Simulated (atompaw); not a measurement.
**Which change was made? (Co, PAW (atompaw))**

atompaw 4.2.0.5 input, output lines left out:

```
Co 27
LDA-PW scalarrelativistic loggrid 1500 logderivrange -9 5 351
4 4 3 0 0 0
4 1 0
3 2 7
0 0 0
c
c
v
v
c
v
v
v
2
1.80 1.45 1.45 1.35
n
n
y
0.2
n
bloechl besselshape
bessel
```

Cutoffs, loose and tight: the cutoffs (Ry, on a coarse ladder) from which the occupation-weighted sum of valence levels, in a spherical-Bessel basis at the reference potential, stays within 10 and 1 mRy of its value at 400 Ry. They see the waves, projectors and local potential, not the compensation charge or the core.

The base gives: outcome: generated; cutoff, loose: 60 Ry; cutoff, tight: 80 Ry; bound ghosts: none.

**Question.** After one change the result is: outcome: generated; cutoff, loose: 80 Ry; cutoff, tight: 120 Ry; bound ghosts: none. Which change was it?
A. local potential troulliermartins scheme with l = 3 at 0 Ry, radius 1.45 bohr
B. all radii scaled by about 0.78 (s 0.66, p 0.70, d 1.40 bohr); local potential bessel scheme, radius 1.14 bohr; augmentation besselshape compensation charge, radius 1.14 bohr; PAW radius 1.40 bohr; waves and projectors: bloechl; core correction smooth core density matched at 1.06 bohr
C. waves 3s (bound): rc 0.85 bohr; 4s (bound): rc 1.25 bohr; 3p (bound): rc 0.90 bohr; 4p (bound): rc 1.80 bohr; 3d (bound): rc 1.80 bohr; 3d channel at 0.2 Ry: rc 1.80 bohr; augmentation besselshape compensation charge, radius 1.45 bohr; PAW radius 1.80 bohr; waves and projectors: custom rrkj vanderbiltortho

**Answer.** A. The others give: waves 3s (bound): rc 0.85 bohr; 4s (bound): rc 1.25 bohr; 3p (bound): rc 0.90 bohr; 4p (bound): rc 1.80 bohr; 3d (bound): rc 1.80 bohr; 3d channel at 0.2 Ry: rc 1.80 bohr; augmentation besselshape compensation charge, radius 1.45 bohr; PAW radius 1.80 bohr; waves and projectors: custom rrkj vanderbiltortho → outcome: generated; cutoff, loose: 100 Ry; cutoff, tight: 180 Ry; bound ghosts: none | all radii scaled by about 0.78 (s 0.66, p 0.70, d 1.40 bohr); local potential bessel scheme, radius 1.14 bohr; augmentation besselshape compensation charge, radius 1.14 bohr; PAW radius 1.40 bohr; waves and projectors: bloechl; core correction smooth core density matched at 1.06 bohr → outcome: failed: atompaw: terminating projector 1000.
